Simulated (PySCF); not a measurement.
Computed shifts of a molecule C₅H₉N, PBE/pcSseg-1 in PySCF, GIAO, gas phase, equivalent atoms averaged, in ppm (number of nuclei): ¹³C: 206.9 (1), 114.1 (1), 107.1 (1), 28.4 (2). ¹⁵N: 64.9 (1). ¹H: 6.29 (1), 2.09 (6), 1.69 (2). References: ¹³C against TMS (σ = 182.0 ppm); ¹⁵N against NH3 (σ = 267.0 ppm); ¹H against TMS (σ = 31.49 ppm), references at their B3LYP-D3(BJ)/def2-TZVP geometries, non-relativistic. Coordinates come from a ωB97X-D3(BJ)/def2-SVP optimisation. Other conformers were not sampled.

Q: Pick the molecule that these values belong to.
A. CN=C1CCC1
B. C[C@H]1C=CCN1
C. CC(C)=C=CN
D. C=C/C(C)=N/C

A: C, CC(C)=C=CN
